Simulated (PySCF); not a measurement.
Vertical excitations of a molecule C4H4Cl2 from TDA-PBE/def2-SVPD in PySCF, as energy in eV (oscillator strength): 4.89 (0.000), 5.23 (0.724), 5.37 (0.000), 5.57 (0.000), 5.97 (0.215), 6.04 (0.000), 6.07 (0.031), 6.31 (0.019), 6.49 (0.002), 6.60 (0.000). Lowest triplet (TDA): 2.84 eV. Coordinates come from a B3LYP-D3(BJ)/def2-SVP optimisation. Other conformers were not sampled.

Problem. Which structure fits?
A) C#CCC(Cl)Cl
B) ClC1=C(Cl)CC1
C) C=C=CC(Cl)Cl
D) C=CC=C(Cl)Cl

Solution. D, C=CC=C(Cl)Cl
